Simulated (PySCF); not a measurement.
Al(H)(NHMe)2 (C2H9AlN2), SMILES C[NH][AlH][NH]C. Coordinates come from a TPSSh-D3(BJ)/def2-SVP optimisation. The structure was generated by enumeration; whether it is a known compound was not checked. One conformer was computed; it need not be the lowest.

Problem. Give the equilibrium geometry at TPSSh-D3(BJ)/def2-SVP (PySCF confirms it by a frequency run) as Cartesian coordinates in Å, and its point group. (Estimate from the structure and the level; the computed values follow.)

Solution. Several could match; the one computed here: point group Cs.
```xyz
14

Al     0.8074     0.0399     0.0000
H      2.3188     0.5023     0.0000
N     -0.5009     1.2562     0.0000
C     -0.3654     2.7033     0.0000
H     -1.4788     0.9710     0.0000
H     -0.8213     3.1752     0.8918
H     -0.8213     3.1752    -0.8918
H      0.7015     2.9791     0.0000
N      0.4213    -1.7046     0.0000
C     -0.8597    -2.3880     0.0000
H      1.1990    -2.3636     0.0000
H     -1.0027    -3.0285     0.8917
H     -1.0027    -3.0285    -0.8917
H     -1.6810    -1.6536     0.0000
```
Charge 0, spin multiplicity 1.
